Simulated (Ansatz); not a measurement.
Coupled-cluster run, `[NH2][GeH2][S]CF`.

```yaml
crystal:
  periodic: [false, false, false]
  atoms:
    - {symbol: N, position_ang: [-1.532763, 1.153785, 0.787549]}
    - {symbol: Ge, position_ang: [-0.502098, -0.312808, 1.150835]}
    - {symbol: S, position_ang: [1.616192, -0.209793, 0.417468]}
    - {symbol: C, position_ang: [1.289533, -0.521117, -1.319654]}
    - {symbol: F, position_ang: [0.593253, 0.508931, -1.922066]}
    - {symbol: H, position_ang: [-1.231307, 1.989589, 1.270928]}
    - {symbol: H, position_ang: [-1.581756, 1.364238, -0.201211]}
    - {symbol: H, position_ang: [-1.138883, -1.512898, 0.432240]}
    - {symbol: H, position_ang: [-0.406305, -0.465623, 2.672541]}
    - {symbol: H, position_ang: [0.703457, -1.433354, -1.450226]}
    - {symbol: H, position_ang: [2.255977, -0.618050, -1.817703]}
basis:
  gaussian: {orbitals: def2-TZVPP}
correlation: {method: ccsd_t}
```

```sh
$ ansatz run in.yaml --threads 2 --pin off --events-out ev --progress --plain --max-ram 22528MiB --backend cuda --devices 0, --max-vram 18GiB
```

Output of Ansatz, abridged:

```
Functional definition: HF
1614 factors; integrals over basis functions are off by at most 1.1e-3 eV
mean field evaluation 1: about -72603.3668 eV, gradient 4.1e1 eV
mean field evaluation 2: about -72603.6102 eV, gradient 4.1e1 eV
mean field evaluation 4: about -72607.2667 eV, gradient 3.9e0 eV
mean field evaluation 8: about -72607.3319 eV, gradient 3.1e-1 eV
mean field evaluation 16: about -72607.3326 eV, gradient 1.8e-6 eV
mean field -72607.33255757 eV, -2668.2702564731 hartree, gradient 1.8e-6 eV, S^2 0.000000; 0 other end points of the search recorded, 0 dependent functions left out
17 core orbitals not correlated: weight in the atoms' cores, before any rotation towards them, 1.000 or more for the frozen orbitals, at most 0.000 for the correlated occupied ones
reference -72607.33255757 eV, -2668.2702564731 hartree; 21, 21 occupied and 229, 229 virtual orbitals, 1614 factors
second order -29.14948484 eV of doubles, -0.00000000 eV of singles
cycle   1  -29.27195542 eV  change   -1.2e-1 eV  update   1.2e-1
cycle   2  -30.02806379 eV  change   -7.6e-1 eV  update   3.4e-2
cycle   3  -30.16629392 eV  change   -1.4e-1 eV  update   1.7e-2
cycle   4  -30.15132292 eV  change    1.5e-2 eV  update   3.9e-3
cycle   5  -30.14933990 eV  change    2.0e-3 eV  update   1.9e-3
cycle   6  -30.15010166 eV  change   -7.6e-4 eV  update   6.0e-4
cycle   7  -30.14975156 eV  change    3.5e-4 eV  update   2.5e-4
cycle   8  -30.14966852 eV  change    8.3e-5 eV  update   7.9e-5
cycle   9  -30.14969713 eV  change   -2.9e-5 eV  update   3.0e-5
perturbative correction -1.16819400 eV, -0.0429303376 hartree
Total energy: -72638.65044870 eV, -2669.4211677442 hartree
```

Hardware: 2 threads of an AMD EPYC 7R13 on a shared host and a share of an NVIDIA H100 80 GB. Wall time 6.5 s, peak host memory 0.87 GiB.

MP2 recovers 93.1 % of the CCSD(T) correlation energy and the triples give 3.7 %; T1 = 0.0116.
